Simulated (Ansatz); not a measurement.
**Reading a saddle point**

A first-order saddle point of GeSiH7F, singlet, PBE0-D4/def2-TZVP, with one imaginary mode of 1167i cm⁻¹:

```
10
angstrom
Ge -0.7759 1.0816 0.0691
Si 0.6207 -1.2482 -0.2831
H -0.3154 2.3536 -0.6397
H -1.7272 1.2159 1.2563
H -1.4904 0.1941 -0.9958
H 0.7854 0.2075 0.7096
F 0.8222 1.2598 1.3636
H 0.7679 -1.0630 -1.7482
H -0.5448 -2.1195 0.0103
H 1.8573 -1.8819 0.2581
```

Ansatz 0.2.0; basis: def2-TZVPP and def2-QZVPP; cores frozen in the correlated methods. Filled d shells of the heavier atoms are correlated. The def2 sets are not built for correlating such inner shells, so the correlated values are less sure here. Extrapolation: Hartree–Fock as exp(−7.88 √X), correlation as X^−2.97.

Which contacts change along the imaginary mode, and what lies on either side? (Judge from chemistry; the calculation decides.)

The calculation gives: The step is GeSiH₆ ([SiH3][GeH3]) + HF → GeH₃F ([F][GeH3]) + SiH₄, with the molecules in contact on both sides. Shortening one way: Ge1–F7, Si2–H6; lengthening the same way: Ge1–Si2, H6–F7.
```
   pair  one side (Å)  saddle (Å)  other side (Å)
 Ge1–F7          3.50        2.06            1.74
 Si2–H6          2.80        1.77            1.48
Ge1–Si2          2.38        2.74            4.35
  H6–F7          0.93        1.24            2.99
```

Which side is lower, and how far does the saddle lie above each? (To be estimated.)

The calculation gives: The side with Ge1–F7, Si2–H6 short is lower by 6.53 kcal/mol; the saddle lies 56.00 kcal/mol above it and 49.47 kcal/mol above the other (CCSD(T) at an estimated basis limit (MP2 extrapolated from triple and quadruple zeta, plus CCSD(T) − MP2 in triple zeta); electronic energies).

No T1 diagnostic of these runs exceeds 0.015. The end structure is not quite a true minimum (one mode of 41i cm⁻¹).

Steps of this kind, hydrogen fluoride cutting a network bond, underlie vapour etching and the fluorination step of atomic layer etching.

Labels in which every atom is bracketed show which atoms are joined, not bond orders.

For scale, one of the runs: CCSD(T)/def2-TZVPP, 219 basis functions, launched by `ansatz run in.yaml --threads 4 --pin off --events-out ev --progress --plain --max-ram 9574MiB`. Hardware: 4 CPU threads of an Intel Xeon, shared host. Wall time 110 s; peak host memory 3.2 GiB.
